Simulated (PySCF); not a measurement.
PySCF job for MoO2Br, SMILES [O]=[Mo](=[O])[Br] (connectivity only; charge and spin as stated), neutral, multiplicity 2, TDA-ωB97X/def2-SVPD. The structure is a stationary point at B3LYP-D3(BJ)/def2-SVP. The geometry has at least one imaginary mode, so it is a saddle point at that level. The spin state was assumed, not searched. The def2 effective core potentials stand for the cores of Mo; spin–orbit coupling is left out.

```python
import numpy as np
from pyscf import gto, scf, dft, tdscf

mol = gto.M(
    atom='''
    Mo    0.00000000    0.00000000    0.75723885
    O     0.00000000   -1.40845042    1.68606476
    O     0.00000000    1.40845042    1.68606476
    Br    0.00000000    0.00000000   -1.67945909
    ''',
    basis='def2-SVPD',
    ecp={'Mo': 'def2-svp'},
    charge=0,
    spin=1,
    max_memory=1600,
    verbose=4,
)
mf = dft.UKS(mol, xc='wb97x').density_fit(auxbasis='def2-universal-jkfit')
mf.grids.level = 3
mf.conv_tol = 1e-9
mf.max_cycle = 100
mf.kernel()
fine, coarse = mf.grids, dft.Grids(mol).set(level=1).build(with_non0tab=True)
for _ in range(3):  # follow internal instabilities
    mf.grids = coarse
    mo, _, stable, _ = mf.stability(return_status=True, nroots=4)
    mf.grids = fine
    if stable:
        break
    mf.kernel(mf.make_rdm1(mo, mf.mo_occ))
mf.grids = dft.Grids(mol).set(level=1).build(with_non0tab=True)  # coarser grid for the response kernel
td = tdscf.TDA(mf)
td.nstates = 10
td.conv_tol = 1e-4
td.positive_eig_threshold = 1e-6
td.kernel(x0=td.get_init_guess(mf, 15))
td.analyze(verbose=3)
```

Program output:

```
PySCF version 2.14.0

[INPUT] verbose = 4
[INPUT] num. atoms = 4
[INPUT] num. electrons = 65
[INPUT] charge = 0
[INPUT] spin (= nelec alpha-beta = 2S) = 1
[INPUT] symmetry False subgroup None
[INPUT] Mole.unit = angstrom
[INPUT] Symbol           X                Y                Z      unit          X                Y                Z       unit  Magmom
[INPUT]  1 Mo     0.000000000000   0.000000000000   0.757238850000 AA    0.000000000000   0.000000000000   1.430974037381 Bohr   0.0
[INPUT]  2 O      0.000000000000  -1.408450420000   1.686064760000 AA    0.000000000000  -2.661585553829   3.186200624681 Bohr   0.0
[INPUT]  3 O      0.000000000000   1.408450420000   1.686064760000 AA    0.000000000000   2.661585553829   3.186200624681 Bohr   0.0
[INPUT]  4 Br     0.000000000000   0.000000000000  -1.679459090000 AA    0.000000000000   0.000000000000  -3.173717717511 Bohr   0.0

nuclear repulsion = 269.919839584461
number of shells = 45
number of NR pGTOs = 209
number of NR cGTOs = 121
basis = def2-SVPD
ecp = {'Mo': 'def2-svp'}


******** <class 'pyscf.df.df_jk.DFUKS'> ********
method = DFUKS
initial guess = minao
damping factor = 0
level_shift factor = 0
DIIS = <class 'pyscf.scf.diis.CDIIS'>
diis_start_cycle = 1
diis_space = 8
diis_damp = 0
SCF conv_tol = 1e-09
SCF conv_tol_grad = None
SCF max_cycles = 100
direct_scf = False
number electrons alpha = 33  beta = 32
XC library pyscf.dft.libxc version 7.1.2
    S. Lehtola, C. Steigemann, M. J. T. Oliveira, and M. A. L. Marques,  SoftwareX 7, 1–5 (2018)
XC functionals = wb97x
    J.-D. Chai and M. Head-Gordon,  J. Chem. Phys. 128, 084106 (2008)
radial grids:
    Treutler-Ahlrichs [JCP 102, 346 (1995); DOI:10.1063/1.469408] (M4) radial grids

becke partition: Becke, JCP 88, 2547 (1988); DOI:10.1063/1.454033
pruning grids: <function nwchem_prune>
grids dens level: 3
symmetrized grids: False
atomic radii adjust function: <function treutler_atomic_radii_adjust>
small_rho_cutoff = 0
Set gradient conv threshold to 3.16228e-05
tot grids = 71032
******** <class 'pyscf.df.df.DF'> ********
auxbasis = def2-universal-jkfit
Create RSH-DF object <pyscf.df.df.DF object> for omega=0.3
******** <class 'pyscf.df.df.DF'> ********
auxbasis = auxmol.basis = def2-universal-jkfit
init E= -2783.33207629103
  alpha nocc = 33  HOMO = -0.39159694088185  LUMO = -0.385783599444482
  beta  nocc = 32  HOMO = -0.57941614698608  LUMO = -0.391596940881845

WARN: HOMO -0.39159694088185 >= LUMO -0.391596940881845

cycle= 1 E= -2792.11721491037  delta_E= -8.79  |g|= 0.921  |ddm|= 2.62
  alpha nocc = 33  HOMO = -0.235027557777397  LUMO = -0.1323356417218
  beta  nocc = 32  HOMO = -0.23435027398866  LUMO = -0.156136639667953
  HOMO = -0.234350273989  LUMO = -0.156136639668  gap/eV = 2.12830
cycle= 2 E= -2790.03744549474  delta_E= 2.08  |g|= 2.53  |ddm|=  2.2
  alpha nocc = 33  HOMO = -0.33241651409508  LUMO = -0.0411710238597586
  beta  nocc = 32  HOMO = -0.402554607113058  LUMO = -0.0738470658303942
  HOMO = -0.332416514095  LUMO = -0.0738470658304  gap/eV = 7.03603
cycle= 3 E= -2792.43874419311  delta_E= -2.4  |g|= 0.128  |ddm|= 1.73
  alpha nocc = 33  HOMO = -0.391289564418903  LUMO = -0.0897379143265084
  beta  nocc = 32  HOMO = -0.429662376941871  LUMO = -0.114390678387416
  HOMO = -0.391289564419  LUMO = -0.114390678387  gap/eV = 7.53480
cycle= 4 E= -2792.44542580491  delta_E= -0.00668  |g|= 0.0444  |ddm|= 0.295
  alpha nocc = 33  HOMO = -0.375686126089555  LUMO = -0.0707089684816466
  beta  nocc = 32  HOMO = -0.43339905664492  LUMO = -0.0950563401263372
  HOMO = -0.37568612609  LUMO = -0.0950563401263  gap/eV = 7.63633
cycle= 5 E= -2792.44670149626  delta_E= -0.00128  |g|= 0.0143  |ddm|= 0.0922
  alpha nocc = 33  HOMO = -0.378313579376687  LUMO = -0.071377636637275
  beta  nocc = 32  HOMO = -0.429407352655507  LUMO = -0.0967170997438822
  HOMO = -0.378313579377  LUMO = -0.0967170997439  gap/eV = 7.66263
cycle= 6 E= -2792.44685242187  delta_E= -0.000151  |g|= 0.00532  |ddm|= 0.0295
  alpha nocc = 33  HOMO = -0.379283408424165  LUMO = -0.0718464228875548
  beta  nocc = 32  HOMO = -0.429776403970882  LUMO = -0.0972664392035546
  HOMO = -0.379283408424  LUMO = -0.0972664392036  gap/eV = 7.67407
cycle= 7 E= -2792.44689665658  delta_E= -4.42e-05  |g|= 0.00232  |ddm|= 0.0165
  alpha nocc = 33  HOMO = -0.379477180095421  LUMO = -0.0718938506054838
  beta  nocc = 32  HOMO = -0.430221240492699  LUMO = -0.0973522197062178
  HOMO = -0.379477180095  LUMO = -0.0973522197062  gap/eV = 7.67701
cycle= 8 E= -2792.44691564303  delta_E= -1.9e-05  |g|= 0.00141  |ddm|= 0.00935
  alpha nocc = 33  HOMO = -0.379484256827411  LUMO = -0.0716827935460749
  beta  nocc = 32  HOMO = -0.430164110075871  LUMO = -0.097325650845269
  HOMO = -0.379484256827  LUMO = -0.0973256508453  gap/eV = 7.67793
cycle= 9 E= -2792.44692740351  delta_E= -1.18e-05  |g|= 0.000829  |ddm|= 0.00755
  alpha nocc = 33  HOMO = -0.379434555699412  LUMO = -0.0714733756641093
  beta  nocc = 32  HOMO = -0.430174989342005  LUMO = -0.097278572035977
  HOMO = -0.379434555699  LUMO = -0.097278572036  gap/eV = 7.67786
cycle= 10 E= -2792.44693222156  delta_E= -4.82e-06  |g|= 0.000352  |ddm|= 0.00578
  alpha nocc = 33  HOMO = -0.379473430084495  LUMO = -0.0714578395960522
  beta  nocc = 32  HOMO = -0.430192385502185  LUMO = -0.097315986269412
  HOMO = -0.379473430084  LUMO = -0.0973159862694  gap/eV = 7.67790
cycle= 11 E= -2792.4469329069  delta_E= -6.85e-07  |g|= 0.000176  |ddm|= 0.00204
  alpha nocc = 33  HOMO = -0.379482252581013  LUMO = -0.0714339691331787
  beta  nocc = 32  HOMO = -0.430187505277253  LUMO = -0.0973188538248117
  HOMO = -0.379482252581  LUMO = -0.0973188538248  gap/eV = 7.67806
cycle= 12 E= -2792.44693306067  delta_E= -1.54e-07  |g|= 7.42e-05  |ddm|= 0.00108
  alpha nocc = 33  HOMO = -0.379478539851156  LUMO = -0.0714238687544317
  beta  nocc = 32  HOMO = -0.430192602248829  LUMO = -0.0973122708016921
  HOMO = -0.379478539851  LUMO = -0.0973122708017  gap/eV = 7.67814
cycle= 13 E= -2792.44693307766  delta_E= -1.7e-08  |g|= 6.29e-05  |ddm|= 0.000356
  alpha nocc = 33  HOMO = -0.379484214838463  LUMO = -0.0714291666283693
  beta  nocc = 32  HOMO = -0.430195066208057  LUMO = -0.0973171363245901
  HOMO = -0.379484214838  LUMO = -0.0973171363246  gap/eV = 7.67816
cycle= 14 E= -2792.44693308235  delta_E= -4.69e-09  |g|= 2.86e-05  |ddm|= 0.000139
  alpha nocc = 33  HOMO = -0.379484356198795  LUMO = -0.0714280803660763
  beta  nocc = 32  HOMO = -0.430190716191298  LUMO = -0.0973166070017045
  HOMO = -0.379484356199  LUMO = -0.0973166070017  gap/eV = 7.67818
cycle= 15 E= -2792.44693308429  delta_E= -1.95e-09  |g|= 9.47e-06  |ddm|= 0.000119
  alpha nocc = 33  HOMO = -0.379482937465603  LUMO = -0.0714270499571437
  beta  nocc = 32  HOMO = -0.43019028719284  LUMO = -0.0973152887734741
  HOMO = -0.379482937466  LUMO = -0.0973152887735  gap/eV = 7.67817
cycle= 16 E= -2792.44693308454  delta_E= -2.46e-10  |g|= 3.43e-06  |ddm|= 4.53e-05
  alpha nocc = 33  HOMO = -0.379483312289985  LUMO = -0.0714276582376456
  beta  nocc = 32  HOMO = -0.430190759253193  LUMO = -0.0973155090254949
  HOMO = -0.37948331229  LUMO = -0.0973155090255  gap/eV = 7.67818
Extra cycle  E= -2792.44693308456  delta_E= -2.18e-11  |g|= 2.51e-06  |ddm|= 1.07e-05
converged SCF energy = -2792.44693308456  <S^2> = 0.75481539  2S+1 = 2.0048096
tot grids = 25864
uhf_internal: lowest eigs of H = [0.05677144 0.15055088 0.18606345 0.21020947]
<class 'pyscf.df.df_jk.DFUKS'> wavefunction is stable in the internal stability analysis
tot grids = 25864
Overwritten attributes  positive_eig_threshold  of <class 'pyscf.tdscf.uks.TDA'>


******** <class 'pyscf.tdscf.uks.TDA'> for <class 'pyscf.df.df_jk.DFUKS'> ********
nstates = 10
deg_eia_thresh = 1.000e-03
wfnsym = None
conv_tol = 0.0001
eigh lindep = 1e-12
eigh level_shift = 0
eigh max_cycle = 100


Excitation energies (eV)
[0.8724581  2.14988743 3.2920897  3.57292775 3.84649263 3.93031537
 3.95028737 3.99136894 4.00993526 4.03368487]

** Excitation energies and oscillator strengths **
Excited State   1:      0.87246 eV   1421.09 nm  f=0.0005
Excited State   2:      2.14989 eV    576.70 nm  f=0.0000
Excited State   3:      3.29209 eV    376.61 nm  f=0.0001
Excited State   4:      3.57293 eV    347.01 nm  f=0.0000
Excited State   5:      3.84649 eV    322.33 nm  f=0.0000
Excited State   6:      3.93032 eV    315.46 nm  f=0.0048
Excited State   7:      3.95029 eV    313.86 nm  f=0.0000
Excited State   8:      3.99137 eV    310.63 nm  f=0.0000
Excited State   9:      4.00994 eV    309.19 nm  f=0.0019
Excited State  10:      4.03368 eV    307.37 nm  f=0.0013
```

Self-consistency was reached.

Cost: around 2.7 core-minutes (rough).
